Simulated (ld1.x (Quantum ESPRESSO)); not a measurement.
# What the settings do to the TM potential of Bi

Base potential:

- Element: bismuth (Bi)
- Generator: ld1.x (Quantum ESPRESSO) 7.5
- Type: norm-conserving Troullier–Martins (Kleinman–Bylander form)
- Functional: PBE
- Relativity: scalar-relativistic
- Frozen core: [Xe] 4f14 5d10
- Valence charge: 5
- Reference configuration: 6s2 6p3
- Partial waves: 6s (bound): rc 1.80 bohr; 6p (bound): rc 2.65 bohr; 6d channel at -0.2 Ry: rc 2.70 bohr
- Local potential: the d channel
- Core correction: Bessel-smoothed model core inside 1.70 bohr

Cutoffs, loose and tight: the cutoffs (Ry, on a coarse ladder) from which the occupation-weighted sum of valence levels, in a spherical-Bessel basis at the reference potential, stays within 10 and 1 mRy of its value at 400 Ry. They do not see the model core or the augmentation charge, which bear on the density cutoff. Test errors are all-electron minus pseudo excitation energies from the reference, over the configurations 6s2 6p2; 6s2 6p1; 6s2 6p0; 6s2 6p2.5; 6s2 6p3.3; 6s0 6p5; 6s1 6p0. A dash means not determined; rows that change the core or the reference have their own tests. The largest error is taken over the tests solved by every variant that gives reliable tests at all: 6s0 6p5; 6s2 6p0; 6s2 6p2; 6s2 6p2.5; 6s2 6p3.3.

A true bound ghost makes a file unfit for plane-wave use even where its test errors are small: the radial tests pick states by their node count and pass the ghost by. Where a test does run into it, the solver fails or the error is huge.

```csv
change,outcome,"cutoff, loose","cutoff, tight",bound ghosts,largest test error (meV)
base,generated,25 Ry,50 Ry,"s, p",-308
wave 6d channel at -0.2 Ry: rc 2.70 bohr becomes 6d channel at -0.2 Ry: rc 3.16 bohr,generated,25 Ry,50 Ry,"s, p",-484
functional LDA (PZ),generated,25 Ry,50 Ry,"s, p",-292
wave 6p (bound): rc 2.65 bohr becomes 6p (bound): rc 3.62 bohr,generated,25 Ry,50 Ry,"s, p",-474
core correction Bessel-smoothed model core inside 1.88 bohr,generated,25 Ry,50 Ry,"s, p",-307
wave 6d channel at -0.2 Ry: rc 2.70 bohr becomes 6d channel at 0.16 Ry: rc 2.70 bohr,generated,25 Ry,50 Ry,"s, p",-337
```

(1) What comes out with this change to the base: wave 6s (bound): rc 1.80 bohr becomes 6s (bound): rc 2.12 bohr?

(2) What comes out with this change to the base: reference 6s2 6p0?

(3) What comes out with this change to the base: all radii but the core radius scaled by about 1.32 (s 2.38, p 3.50, d 3.58 bohr)?

Results:

(1) outcome: generated; cutoff, loose: 21 Ry; cutoff, tight: 35 Ry; bound ghosts: s, p; largest test error (meV): -307.

(2) outcome: generated; cutoff, loose: 30 Ry; cutoff, tight: 50 Ry; bound ghosts: none; largest test error (meV): -140.

(3) outcome: generated; cutoff, loose: 21 Ry; cutoff, tight: 30 Ry; bound ghosts: none; largest test error (meV): -260.
